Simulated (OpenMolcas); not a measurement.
**Ti2+, Zr2+, Hf2+: d² down the group**

- Program: OpenMolcas
- Method: CASSCF
- Basis: ANO-R2
- Scalar Hamiltonian: X2C, finite nucleus
- Spin-orbit coupling: RASSI with atomic mean-field integrals over the reference wave functions, term energies averaged over their components

Active space for each ion: 2 electrons in 10 orbitals (d d).

Computed levels in cm-1 above ³F₂:

| Level | Ti2+ | Zr2+ | Hf2+ |
| --- | --- | --- | --- |
| ³F₃ | 189 | 690 | 3440 |
| ³F₄ | 435 | 1530 | 6781 |
| ¹D₂ | 10794 | 8688 | 10897 |
| ³P₀ | 12987 | 9776 | 10846 |
| ³P₁ | 13051 | 10030 | 12511 |
| ³P₂ | 13184 | 10652 | 16163 |
| ¹G₄ | 16630 | 13147 | 16580 |
| ¹S₀ | 39291 | 30594 | 33949 |
| weight of ³F in the lowest level (%) | 100 | 99 | 94 |

Mixed levels, with the weight of the term that names them: Hf2+ ¹D₂ (60 %), Hf2+ ³P₂ (65 %).

Measured, with the error of the calculation in %. Measured levels: Ti2+ from Corliss and Sugar, J. Phys. Chem. Ref. Data 8, 1 (1979); Zr2+ from Moore, Atomic Energy Levels, vol. II, NSRDS-NBS 35 (1971 reprint of NBS Circular 467, 1952); NIST levels as listed in Rynkun, Gaigalas and Jonsson, Astron. Astrophys. 637, A10 (2020).

```tsv
Level	Ti2+	Zr2+
³F₃	185 (+2.1)	681 (+1.3)
³F₄	420 (+3.5)	1486 (+2.9)
¹D₂	8474 (+27.4)	5742 (+51.3)
³P₀	10538 (+23.2)	8062 (+21.3)
³P₁	10604 (+23.1)	8326 (+20.5)
³P₂	10721 (+23.0)	8838 (+20.5)
¹G₄	14398 (+15.5)	11049 (+19.0)
¹S₀	32476 (+21.0)	23979 (+27.6)
```

The fine-structure level ³F₄ changes by a factor of 15.6 from Ti2+ to Hf2+.

Without spin-orbit coupling ¹D lies 10553, 7941, 7730 cm-1 above ³F in that order; the difference to the level ¹D₂, of either sign, comes from spin-orbit coupling, which also lowers the zero.

Without dynamic correlation excited terms often stand tens of per cent too high (terms of higher spin than the ground term too low), and those without a measured partner can miss by more than the paired ones. Active for correlation alone: 4d; no level in the range computed is led by a configuration that fills it, so any true level of that kind is missing (holds for Ti2+). Some levels mix across a computed gap that differs much from the measured one, so their mixing is not that of the real levels (holds for Zr2+). Active for correlation alone: 5d; no level in the range computed is led by a configuration that fills it, so any true level of that kind is missing (holds for Zr2+). Active for correlation alone: 6d; no level in the range computed is led by a configuration that fills it, so any true level of that kind is missing (holds for Hf2+). Computed and measured levels are paired by configuration, term and J; levels that our copy of the source lacks, or whose pairing is in doubt (as where it misses far off the trend of its configuration), stay unpaired and out of the deviations. Only configurations of the active space appear.
